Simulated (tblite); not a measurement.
Cl$_{2}$Ni (SMILES [Cl][Ni][Cl]), triplet, geometry from GFN2-xTB (such geometries of metal compounds can be far from the true shape); GFN1-xTB run with tblite.

Here is a job for tblite.
```
$ tblite run mol.xyz --method gfn1 --charge 0 --spin 2 --etemp 2000 --json tblite.json --no-restart

# file mol.xyz
3

Ni     0.00000000     0.00000000     0.00000000
Cl     0.00000000     0.00000000     1.93482584
Cl    -0.00000000    -0.00000000    -1.93482584
```

Problem. Predict the main parts of the log of this tblite run.

Solution. 
```
xTB calculator
 | screened Coulomb repulsion
 | Coulomb electrostatics
 |  * isotropic Klopman-Ohno-Mataga-Nishimoto electrostatics
 |  * onsite third-order electrostatics
 | DFT-D3(BJ) dispersion correction

halogen bonding energy    0.0000000000000E+00 Eh
repulsion energy          1.2069486439015E-02 Eh
dispersion energy        -9.6250035228657E-04 Eh
number of electrons       2.4000000000000E+01 e
integral cutoff           3.3709794708568E+01 bohr

------------------------------------------------------------
  cycle        total energy    energy error   density error
------------------------------------------------------------
      1     -12.60006205288  -1.2611169E+01   5.7094916E-01
      2     -12.63097020287  -3.0908150E-02   3.7501227E-01
      3     -12.63172133155  -7.5112868E-04   2.0990336E-01
      4     -12.64178253324  -1.0061202E-02   3.9102775E-02
      5     -12.64279668407  -1.0141508E-03   1.6042835E-03
      6     -12.64279735101  -6.6694009E-07   5.2304505E-04
      7     -12.64279739629  -4.5284205E-08   1.3974555E-04
      8     -12.64279740743  -1.1139150E-08   2.1193473E-05
      9     -12.64279740769  -2.6352076E-10   4.5714639E-08
------------------------------------------------------------

electronic energy        -1.2653904393779E+01 Eh
total energy             -1.2642797407692E+01 Eh

Post processing:
 | Mayer-Wiberg bond orders

[Info] JSON dump of results written to 'tblite.json'
```
